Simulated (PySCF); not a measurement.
F₄Te, SMILES F[Te+](F)(F)F, charge +1, multiplicity 2.

Coordinates come from a PBE0-D3(BJ)/def2-SVP optimisation. The def2 effective core potentials stand for the cores of Te; spin–orbit coupling is left out.

Level of theory: TDA-LC-ωPBE/def2-SVPD (PySCF 2.14.0).

Vertical excitations. Gas-phase values at a fixed geometry.

```
state    energy (eV)  λ (nm)      f                              main pairs
-------  -----------  ------  -----  --------------------------------------
root 1          3.22     385  0.000    β HOMO→LUMO 82 %, β HOMO−7→LUMO 14 %
root 2          3.25     381  0.007                      β HOMO−1→LUMO 93 %
root 3          3.36     369  0.004  β HOMO−2→LUMO 77 %, β HOMO−5→LUMO 16 %
root 4          3.46     359  0.003                      β HOMO−4→LUMO 83 %
root 5          4.60     270  0.083                      β HOMO−3→LUMO 89 %
root 6          4.64     267  0.000  β HOMO−5→LUMO 78 %, β HOMO−2→LUMO 17 %
root 7          4.95     251  0.000    β HOMO−7→LUMO 80 %, β HOMO→LUMO 14 %
root 8          4.96     250  0.010                      β HOMO−6→LUMO 81 %
root 9          5.85     212  0.048                        α HOMO→LUMO 94 %
root 10         6.22     199  0.002   α HOMO→LUMO+1 9 %, β HOMO−8→LUMO 77 %
```
Unrestricted roots are not spin-pure.
